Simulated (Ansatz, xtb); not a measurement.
## Ligand exchange: BH(CH3)I + SiH3(OH) → BH(CH3)(SiH3) + HOI

Species: BH(CH3)I, singlet; SiH3(OH), singlet; BH(CH3)(SiH3), singlet; HOI `OI`, singlet. The partners trade I for SiH3: B–I and O–SiH3 bonds give way to B–SiH3 and O–I.

Shapes, held fixed at every level: PBE0-D4/def2-TZVP. Programs: Ansatz 0.2.0, xtb 6.7.1. The zero-point and thermal change to 298 K, harmonic and unscaled (PBE0-D4/def2-TZVP), is -4.8 kJ/mol.

Task: Estimate ΔH(298 K) of this reaction.

Result: The highest level, CCSD(T)/def2-TZVPP, gives ΔH(298 K) = +332.0 kJ/mol; the levels span +318.8 to +438.6. GFN1-xTB strays far from the other rows. The column of differences is taken from that level and isn't an error. No measured value is set beside it here. For atoms past krypton def2 sets carry core potentials with scalar relativity. Outer-core shells of I are correlated in most correlated rows, in sets that cover them unevenly.

```csv
level,kind,ΔH(298 K) (kJ/mol),less CCSD(T)/def2-TZVPP
GFN1-xTB,semi-empirical,+438.6,+106.6
HF/def2-SVP,Hartree–Fock,+356.5,+24.5
HF/def2-TZVPP,Hartree–Fock,+354.4,+22.4
BHLYP-D4/def2-TZVPP,global hybrid,+335.8,+3.8
r2SCAN0-D4/def2-TZVPP,global hybrid,+337.5,+5.5
wB97X-V/def2-TZVPP,range-separated hybrid,+318.8,-13.2
B2PLYP/def2-TZVPP,double hybrid,+329.1,-2.9
MP2/def2-SVP,perturbation theory,+351.2,+19.2
CCSD(T)/def2-TZVPP,coupled cluster or CI,+332.0,0.0
```
